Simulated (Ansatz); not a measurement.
Relaxation of Na₅O₃ with UKS r2SCAN-D4/def2-SVP.

```sh
$ ansatz run in.yaml --threads 4 --pin off --events-out ev --progress --plain --max-ram 4787MiB
```

```yaml
crystal:
  periodic: [false, false, false]
  atoms:
    - {symbol: Na, position_ang: [-0.207050, 0.195710, 2.135500]}
    - {symbol: Na, position_ang: [-1.471480, 0.612800, -0.497270]}
    - {symbol: Na, position_ang: [-1.149750, -1.765470, -2.299840]}
    - {symbol: Na, position_ang: [1.470580, 1.469230, -0.808860]}
    - {symbol: Na, position_ang: [0.847770, -1.470440, -0.093850]}
    - {symbol: O, position_ang: [0.270040, 1.658110, 0.831050]}
    - {symbol: O, position_ang: [1.419900, 0.708890, 1.070710]}
    - {symbol: O, position_ang: [-1.180010, -1.408830, -0.337430]}
basis:
  gaussian: {orbitals: def2-SVP}
magnetization: {spin_polarized: true, initial_magnetization: 1}
hamiltonian: {xc: r2scan, dispersion: d4}
scf: {lower_state_search: "off"}
output: {orbitals: {seedname: orbitals}}
relax: {f_tol: 0.02, max_steps: 100}
```

Hardware: 4 threads of Arm Neoverse V1 on a shared host. Wall time 2.4 min.

Positions (Å) and forces (eV/Å) at steps 1, 2, 3, 4, 5, 6, 7, 8, 9, 10, 11, 13, 16, 19, 20, 21, 22, 23, 24 of 24:

```xyz
8
step=1 energy=-28202.9334 eV
Na   -0.207    0.196    2.135   -0.921   -0.822    1.070
Na   -1.471    0.613   -0.497   -0.079    0.741    0.236
Na   -1.150   -1.765   -2.300   -0.196   -0.401   -0.918
Na    1.471    1.469   -0.809    0.674    0.556   -1.163
Na    0.848   -1.470   -0.094    0.725    0.101    0.401
O     0.270    1.658    0.831   -1.104    0.770   -0.450
O     1.420    0.709    1.071    0.973   -1.064    0.014
O    -1.180   -1.409   -0.337   -0.072    0.118    0.810
8
step=2 energy=-28203.3864 eV
Na   -0.289    0.105    2.118   -0.633   -0.596    0.436
Na   -1.533    0.743   -0.461    0.123    0.254    0.100
Na   -1.176   -1.790   -2.267   -0.123   -0.207   -0.285
Na    1.517    1.520   -0.861    0.358    0.341   -0.515
Na    0.977   -1.475   -0.007    0.236    0.197    0.133
O     0.218    1.585    0.771   -0.501    0.511   -0.255
O     1.360    0.594    0.992    0.630   -0.513   -0.040
O    -1.074   -1.282   -0.286   -0.089    0.013    0.427
8
step=3 energy=-28203.6187 eV
Na   -0.401   -0.031    2.034   -0.331   -0.372   -0.092
Na   -1.501    0.813   -0.458    0.054    0.025   -0.113
Na   -1.259   -1.879   -2.198   -0.068   -0.049    0.167
Na    1.626    1.656   -0.863    0.133    0.164    0.046
Na    1.041   -1.417    0.011    0.048   -0.059   -0.155
O     0.200    1.557    0.738    0.107    0.175   -0.044
O     1.341    0.531    0.944    0.221    0.222   -0.017
O    -1.046   -1.232   -0.208   -0.165   -0.107    0.209
8
step=4 energy=-28203.8019 eV
Na   -0.476   -0.135    1.922   -0.192   -0.248   -0.185
Na   -1.426    0.825   -0.537    0.056   -0.002   -0.125
Na   -1.369   -1.983   -2.084   -0.072   -0.027    0.279
Na    1.735    1.801   -0.778   -0.041    0.014    0.330
Na    1.060   -1.357   -0.079    0.011   -0.095   -0.190
O     0.201    1.559    0.738    0.260    0.072   -0.070
O     1.341    0.525    0.939    0.120    0.407   -0.075
O    -1.066   -1.235   -0.121   -0.142   -0.122    0.036
8
step=5 energy=-28203.9451 eV
Na   -0.528   -0.222    1.806   -0.012    0.019    0.115
Na   -1.350    0.830   -0.620    0.058   -0.057   -0.082
Na   -1.483   -2.089   -1.966   -0.091   -0.053    0.226
Na    1.809    1.914   -0.658    0.033    0.081    0.240
Na    1.071   -1.312   -0.173   -0.051   -0.009   -0.127
O     0.214    1.576    0.741    0.107   -0.026   -0.056
O     1.357    0.550    0.940    0.005    0.153   -0.062
O    -1.090   -1.247   -0.069   -0.049   -0.108   -0.254
8
step=6 energy=-28204.0457 eV
Na   -0.532   -0.231    1.786   -0.010    0.012    0.092
Na   -1.293    0.818   -0.694    0.041   -0.064   -0.076
Na   -1.608   -2.213   -1.882   -0.072   -0.035    0.212
Na    1.888    2.031   -0.517    0.035    0.080    0.211
Na    1.068   -1.269   -0.260   -0.055   -0.018   -0.113
O     0.210    1.568    0.726    0.069    0.036   -0.045
O     1.354    0.545    0.928    0.061    0.115   -0.035
O    -1.089   -1.249   -0.087   -0.069   -0.127   -0.247
8
step=7 energy=-28204.1301 eV
Na   -0.532   -0.236    1.770    0.012    0.015   -0.012
Na   -1.252    0.793   -0.754    0.048   -0.022   -0.057
Na   -1.708   -2.310   -1.804   -0.097   -0.087    0.096
Na    1.965    2.147   -0.380   -0.020    0.022    0.217
Na    1.051   -1.248   -0.331   -0.015    0.029   -0.073
O     0.214    1.569    0.705    0.024    0.027   -0.064
O     1.361    0.551    0.909    0.042    0.024   -0.058
O    -1.100   -1.267   -0.115    0.006   -0.007   -0.050
8
step=8 energy=-28204.2021 eV
Na   -0.532   -0.238    1.743    0.014    0.005   -0.028
Na   -1.206    0.784   -0.826    0.018   -0.029   -0.032
Na   -1.820   -2.416   -1.709   -0.040   -0.012    0.155
Na    2.021    2.242   -0.220   -0.014    0.021    0.174
Na    1.054   -1.215   -0.413   -0.024    0.007   -0.037
O     0.211    1.561    0.676    0.044    0.047   -0.047
O     1.361    0.543    0.884    0.050    0.042   -0.043
O    -1.089   -1.261   -0.135   -0.048   -0.081   -0.142
8
step=9 energy=-28204.2565 eV
Na   -0.524   -0.242    1.697    0.004    0.006   -0.009
Na   -1.182    0.769   -0.877    0.012    0.001   -0.032
Na   -1.917   -2.505   -1.614   -0.061   -0.058    0.053
Na    2.077    2.339   -0.061   -0.050   -0.026    0.153
Na    1.047   -1.201   -0.467    0.005    0.004   -0.037
O     0.221    1.567    0.643    0.030    0.005   -0.062
O     1.373    0.548    0.853    0.017    0.022   -0.064
O    -1.095   -1.275   -0.175    0.044    0.047   -0.003
8
step=10 energy=-28204.3013 eV
Na   -0.520   -0.247    1.649    0.006    0.007   -0.010
Na   -1.153    0.772   -0.941   -0.002   -0.011   -0.019
Na   -2.024   -2.599   -1.487   -0.025   -0.019    0.048
Na    2.112    2.416    0.121   -0.043   -0.026    0.111
Na    1.060   -1.185   -0.534   -0.006   -0.007   -0.021
O     0.225    1.564    0.604    0.026    0.012   -0.049
O     1.378    0.545    0.814    0.019    0.019   -0.050
O    -1.078   -1.267   -0.227    0.025    0.025   -0.011
8
step=11 energy=-28204.3306 eV
Na   -0.507   -0.241    1.605    0.003    0.002   -0.012
Na   -1.143    0.766   -0.996   -0.006   -0.004   -0.005
Na   -2.100   -2.661   -1.372   -0.015   -0.011    0.030
Na    2.133    2.478    0.310   -0.034   -0.023    0.072
Na    1.064   -1.186   -0.590   -0.002   -0.008   -0.005
O     0.234    1.563    0.548    0.015    0.019   -0.037
O     1.387    0.544    0.758    0.024    0.010   -0.035
O    -1.068   -1.263   -0.262    0.015    0.016   -0.006
8
step=13 energy=-28204.3557 eV
Na   -0.470   -0.219    1.502    0.004    0.014    0.040
Na   -1.147    0.755   -1.099    0.034    0.019    0.027
Na   -2.216   -2.742   -1.129   -0.021   -0.025   -0.007
Na    2.118    2.542    0.703    0.022    0.026    0.008
Na    1.076   -1.210   -0.690    0.007    0.036    0.020
O     0.265    1.572    0.417   -0.045    0.003   -0.033
O     1.417    0.552    0.626    0.020   -0.042   -0.020
O    -1.044   -1.250   -0.329   -0.021   -0.031   -0.036
8
step=16 energy=-28204.3573 eV
Na   -0.466   -0.221    1.485    0.000    0.001    0.003
Na   -1.116    0.764   -1.110    0.003   -0.005    0.002
Na   -2.246   -2.767   -1.077    0.005    0.004    0.002
Na    2.113    2.548    0.763    0.002    0.002   -0.001
Na    1.083   -1.216   -0.704   -0.003    0.000    0.002
O     0.260    1.586    0.418    0.003   -0.005    0.004
O     1.414    0.559    0.585   -0.011    0.001   -0.006
O    -1.041   -1.254   -0.361    0.001    0.002   -0.006
8
step=19 energy=-28204.3579 eV
Na   -0.492   -0.230    1.522   -0.016    0.008   -0.036
Na   -1.016    0.794   -1.066    0.078    0.051    0.051
Na   -2.155   -2.781   -1.139   -0.035   -0.033   -0.010
Na    2.157    2.516    0.629   -0.129   -0.075    0.018
Na    1.054   -1.296   -0.677    0.040    0.021    0.008
O     0.193    1.652    0.580    0.233   -0.090   -0.021
O     1.323    0.571    0.502   -0.118    0.182   -0.052
O    -1.064   -1.226   -0.351   -0.052   -0.064    0.042
8
step=20 energy=-28204.3634 eV
Na   -0.481   -0.227    1.506   -0.017    0.005   -0.038
Na   -0.997    0.787   -1.079    0.052    0.026    0.031
Na   -2.190   -2.793   -1.102   -0.008   -0.005    0.003
Na    2.150    2.525    0.701   -0.118   -0.080   -0.001
Na    1.060   -1.296   -0.691    0.020   -0.010    0.005
O     0.193    1.659    0.558    0.253   -0.106    0.017
O     1.328    0.581    0.465   -0.159    0.209   -0.041
O    -1.062   -1.237   -0.358   -0.025   -0.040    0.025
8
step=21 energy=-28204.3914 eV
Na   -0.473   -0.233    1.481   -0.027    0.018   -0.046
Na   -0.843    0.789   -1.071    0.051   -0.016    0.014
Na   -2.238   -2.819   -1.040    0.033    0.033    0.020
Na    2.136    2.517    0.787   -0.091   -0.098   -0.026
Na    1.069   -1.349   -0.701   -0.008   -0.045    0.010
O     0.151    1.721    0.633    0.424   -0.354   -0.017
O     1.258    0.634    0.286   -0.398    0.459    0.037
O    -1.061   -1.259   -0.374    0.015    0.004    0.008
8
step=22 energy=-28204.3776 eV rejected
Na   -0.474   -0.241    1.469   -0.044    0.010   -0.028
Na   -0.711    0.798   -1.060   -0.250    0.017   -0.137
Na   -2.244   -2.817   -1.002    0.014    0.007    0.011
Na    2.117    2.487    0.818   -0.038   -0.096   -0.045
Na    1.073   -1.406   -0.689    0.005   -0.011    0.013
O     0.115    1.748    0.725    0.567   -0.579   -0.277
O     1.175    0.690    0.118   -0.258    0.663    0.469
O    -1.052   -1.259   -0.379    0.005   -0.011   -0.006
8
step=23 energy=-28204.4176 eV
Na   -0.490   -0.238    1.467   -0.014    0.001    0.003
Na   -0.786    0.804   -1.061    0.015    0.004   -0.012
Na   -2.226   -2.830   -1.017    0.017    0.015    0.011
Na    2.135    2.502    0.789   -0.024   -0.030   -0.007
Na    1.065   -1.381   -0.693    0.018    0.034    0.027
O     0.152    1.720    0.690    0.098   -0.071    0.007
O     1.212    0.676    0.211   -0.098    0.056   -0.027
O    -1.061   -1.252   -0.386   -0.011   -0.009   -0.001
8
step=24 energy=-28204.4209 eV
Na   -0.510   -0.240    1.462    0.003   -0.003   -0.003
Na   -0.781    0.819   -1.062    0.005   -0.003   -0.004
Na   -2.209   -2.844   -0.996    0.003    0.001    0.003
Na    2.145    2.477    0.795    0.006    0.000    0.001
Na    1.070   -1.371   -0.684   -0.006    0.009    0.005
O     0.157    1.715    0.710   -0.007   -0.006    0.002
O     1.193    0.687    0.173    0.000    0.000   -0.004
O    -1.063   -1.243   -0.398   -0.005    0.002    0.000
```

The structure comes from a short search, and lower isomers may exist.
